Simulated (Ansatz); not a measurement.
Ideal-gas functions of `[CH3][Ga][SiH3]` radical at 800 K and 1 bar, from an Ansatz frequency run at PBE0-D4/def2-TZVP.

Molar mass 115.87 g/mol, point group Cs (symmetry number 1), electronic degeneracy 2, moments of inertia 35.754, 200.463, 227.25 u Å². Harmonic wavenumbers (cm⁻¹, unscaled): 31, 65, 103, 290, 399, 437, 538, 576, 710, 848, 930, 935, 1188, 1428, 1442, 2177, 2200, 2205, 3037, 3118, 3157.

Use S(trans) = R[1.5 ln M + 2.5 ln T − 1.1517]; rotational temperatures θ = 24.2544 K / I; S(rot) = R[ln(√π/σ · √(T³/θAθBθC)) + 1.5]; for each mode x = 1.438777 ν̃/T, S = R[x/(eˣ − 1) − ln(1 − e⁻ˣ)] and H = RT x/(eˣ − 1); 1 cm⁻¹ = 0.0119627 kJ/mol; R = 8.31446 J/(mol·K).

Task: By hand: the entropy, in J/(mol·K).

Result: Translation 188.6. Rotation: θ = 0.6784, 0.121, 0.1067 K, giving 120.3. Vibration, mode by mode: 32.32, 26.17, 22.35, 13.82, 11.25, 10.53, 8.91, 8.38, 6.82, 5.57, 4.94, 4.91, 3.42, 2.44, 2.39, 0.83, 0.80, 0.80, 0.23, 0.20, 0.19, in all 167.3. Electronic 5.8. Sum 482.0 J/(mol·K).

Task: By hand: H − E and G − E in kJ/mol, counted from the electronic energy.

Result: Zero-point energy ½ × 25814 × 0.0119627 = 154.4; thermal vibration 58.4; translation, rotation and pV give 4 RT = 26.6. H − E = 239.4 kJ/mol, and G − E = 239.4 − 800 × 482.0/1000 = -146.2 kJ/mol.

Vibration gives 35 % of the entropy, 80.8 J/(mol·K) of it from the modes under 150 cm⁻¹: soft modes count most, and the harmonic formula is weakest for them.
